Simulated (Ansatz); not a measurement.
Frontier orbitals of `N[Si@@H](F)S[Si@@H](N)F`.

Z-matrix (Å, degrees):
```
Si
F 1 1.602
S 1 2.127 2 106.9
N 1 1.689 2 114.5 3 116.9
H 1 1.474 2 106.0 3 -123.2
Si 3 2.127 1 99.7 2 -39.4
H 4 1.006 1 121.7 2 85.9
H 4 1.006 1 122.7 2 -73.7
N 6 1.689 3 105.9 1 -161.3
F 6 1.602 3 106.9 1 -38.8
H 6 1.474 3 115.0 1 78.5
H 9 1.006 6 122.7 3 43.7
H 9 1.006 6 121.7 3 -156.7
```

The species carries charge 0 and has multiplicity 1. All single points use the PBE0-D4/def2-TZVP geometry. It is one conformer, not always the lowest. Basis def2-TZVPP, the Gaussian-basis code of Ansatz.

```tsv
functional	HOMO (eV)	LUMO (eV)	gap (eV)
PBE	-6.38	-0.26	6.12
revPBE	-6.32	-0.16	6.16
PBE0	-7.67	0.59	8.26
r2SCANh	-7.17	0.47	7.64
r2SCAN0	-7.88	0.89	8.77
BHLYP	-8.78	1.32	10.10
ωB97M-V	-9.86	2.14	12.00
```

**Question.** What is the vertical ionisation energy at frozen-core CCSD(T)/CBS(def2)? (An estimate is asked.)

**Answer.** The calculation gave: 10.06 eV (T1 of the cation 0.020).

Against PBE, PBE0 changes HOMO and LUMO by −1.30 and +0.85 eV, ωB97M-V by −3.48 and +2.40 eV. A gap of 6.11 eV thus becomes 12.00 eV for the same molecule, so an orbital gap means little without its functional. A positive LUMO is unbound and depends on the basis. −ε(HOMO) differs from that ionisation energy by −3.68 eV with PBE and −0.20 eV with ωB97M-V.
